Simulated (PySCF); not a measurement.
dimethyl selenide (C2H6Se), SMILES C[Se]C.

The structure is a stationary point at PBE-D3(BJ)/def2-SVP.

Calculation: PBE/def2-TZVPD (PySCF).

Symmetry labels are those of the subgroup C2v that the program uses (full group C2v).

Computed valence orbital energies around the gap with their symmetry:
```json
[
 {"orbital": "HOMO−7", "symmetry": "A1", "energy (eV)": "-14.62"},
 {"orbital": "HOMO−6", "symmetry": "A1", "energy (eV)": "-10.49"},
 {"orbital": "HOMO−5", "symmetry": "B2", "energy (eV)": "-10.43"},
 {"orbital": "HOMO−4", "symmetry": "B1", "energy (eV)": "-10.11"},
 {"orbital": "HOMO−3", "symmetry": "A2", "energy (eV)": "-9.83"},
 {"orbital": "HOMO−2", "symmetry": "B1", "energy (eV)": "-8.50"},
 {"orbital": "HOMO−1", "symmetry": "A1", "energy (eV)": "-7.50"},
 {"orbital": "HOMO", "symmetry": "B2", "energy (eV)": "-4.92"},
 {"orbital": "LUMO", "symmetry": "B1", "energy (eV)": "-0.79"},
 {"orbital": "LUMO+1", "symmetry": "A1", "energy (eV)": "-0.34"},
 {"orbital": "LUMO+2", "symmetry": "A1", "energy (eV)": "-0.03"},
 {"orbital": "LUMO+3", "symmetry": "B2", "energy (eV)": "0.58"}
]
```
